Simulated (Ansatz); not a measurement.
```yaml
crystal:
  periodic: [false, false, false]
  atoms:
    - {symbol: Pb, position_ang: [0.734974, 0.198254, -0.958693]}
    - {symbol: Pb, position_ang: [-0.355300, -0.756875, 0.771235]}
    - {symbol: O, position_ang: [-1.978808, -0.125072, 0.222931]}
    - {symbol: O, position_ang: [-0.501684, -0.881780, -0.544217]}
    - {symbol: O, position_ang: [1.144841, -0.747763, 0.263863]}
    - {symbol: O, position_ang: [-0.294645, 0.691826, 0.193245]}
    - {symbol: O, position_ang: [1.273536, 0.930907, 0.090829]}
    - {symbol: H, position_ang: [-1.727012, -0.490254, -0.272541]}
    - {symbol: H, position_ang: [-1.410150, 0.448790, 0.139414]}
    - {symbol: H, position_ang: [-0.375143, -1.417340, -0.852926]}
    - {symbol: H, position_ang: [1.543281, -0.271260, 0.555854]}
    - {symbol: H, position_ang: [0.226935, 1.081234, 0.395794]}
    - {symbol: H, position_ang: [1.888087, 1.588213, -0.118596]}
basis:
  gaussian: {orbitals: def2-TZVP}
hamiltonian: {xc: {name: wB97M-V}}
output: {forces: true}
```

```sh
$ ansatz run in.yaml --threads 4 --pin off --events-out ev --progress --plain --max-ram 8704MiB
```

Shortened log:

```
Functional definition: wB97M-V
1853 factors; their error is unknown
476 factors; integrals over basis functions are off by at most 1.9e-6 eV
mean field evaluation 1: about -20684.6946 eV, gradient 1.5e2 eV
mean field evaluation 2: about -20674.1813 eV, gradient 1.8e2 eV
mean field evaluation 4: about -20713.4894 eV, gradient 6.7e0 eV
mean field evaluation 8: about -20713.5393 eV, gradient 2.6e-1 eV
mean field evaluation 16: about -20713.6181 eV, gradient 8.3e-3 eV
mean field -20713.61813590 eV, -761.2114262997 hartree, gradient 6.3e-5 eV, S^2 0.000000; 0 other end points of the search recorded, 0 dependent functions left out
reference -20713.61819545 eV, -761.2114284882 hartree; 45, 45 occupied and 246, 246 virtual orbitals, 1853 factors
Total energy: -20713.61819545 eV, -761.2114284882 hartree
Atom 0 at     0.734974     0.198254    -0.958693 Å, force     2.765918   -13.138409  -121.952839 eV/Å
Atom 1 at    -0.355300    -0.756875     0.771235 Å, force   -16.520315   -38.899508   144.496789 eV/Å
Atom 2 at    -1.978808    -0.125072     0.222931 Å, force   -46.247516    21.127588    31.483757 eV/Å
Atom 3 at    -0.501684    -0.881780    -0.544217 Å, force   -34.131853    16.165780   -67.670287 eV/Å
Atom 4 at     1.144841    -0.747763     0.263863 Å, force    21.281377   -52.251110    -3.548798 eV/Å
Atom 5 at    -0.294645     0.691826     0.193245 Å, force   -52.026834    23.815871    -1.571822 eV/Å
Atom 6 at     1.273536     0.930907     0.090829 Å, force    52.086519    55.053695    52.465741 eV/Å
Atom 7 at    -1.727012    -0.490254    -0.272541 Å, force     9.832829   -25.626639   -35.623917 eV/Å
Atom 8 at    -1.410150     0.448790     0.139414 Å, force     1.486987    13.415110    -1.170059 eV/Å
Atom 9 at    -0.375143    -1.417340    -0.852926 Å, force    10.441027   -52.055993   -33.151099 eV/Å
Atom 10 at     1.543281    -0.271260     0.555854 Å, force    25.714785    22.680210    18.981121 eV/Å
Atom 11 at     0.226935     1.081234     0.395794 Å, force    22.826045    27.253432    15.993884 eV/Å
Atom 12 at     1.888087     1.588213    -0.118596 Å, force     2.491032     2.459974     1.267530 eV/Å
Dipole moment:     0.488664     0.435311    -0.301103 e Å
```

In this input the geometry is squeezed to about two thirds of its size. The run converged. The result belongs to that input, not to the species as meant.

In the def2 sets Pb takes a core potential; there is no spin–orbit coupling.
